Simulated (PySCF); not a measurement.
Computed IR spectrum (relative IR intensity) of a molecule CH7AlO2Si. Geometry: PBE-D3(BJ)/def2-SVP. The values are those of a single conformer. Computed with PBE-D3(BJ)/def2-SVP (PySCF 2.14.0). Frequencies are harmonic and unscaled.

Lines under 2 % of the strongest are left out, and lines within 2 cm⁻¹ are merged.

ν (cm⁻¹): 157 (vw), 291 (w), 464 (m), 641 (m), 705 (w), 712 (w), 737 (m), 916 (m), 967 (vs), 1093 (vs), 1139 (w), 1206 (s), 1431 (vw), 1972 (m), 2144 (m), 2160 (s), 2910 (m), 2986 (w), 2997 (w) (against the strongest line: vs over 80 %, s over 45 %, m over 15 %, w over 4 %, vw less)

Task: Pick the molecule that these values belong to.
(A) [CH3][Al]([OH])[O][SiH3]
(B) C[O][AlH][O][SiH3]
(C) C[O][Al]([OH])[SiH3]
(D) [OH][Al]([OH])[CH2][SiH3]

Result: B, C[O][AlH][O][SiH3]
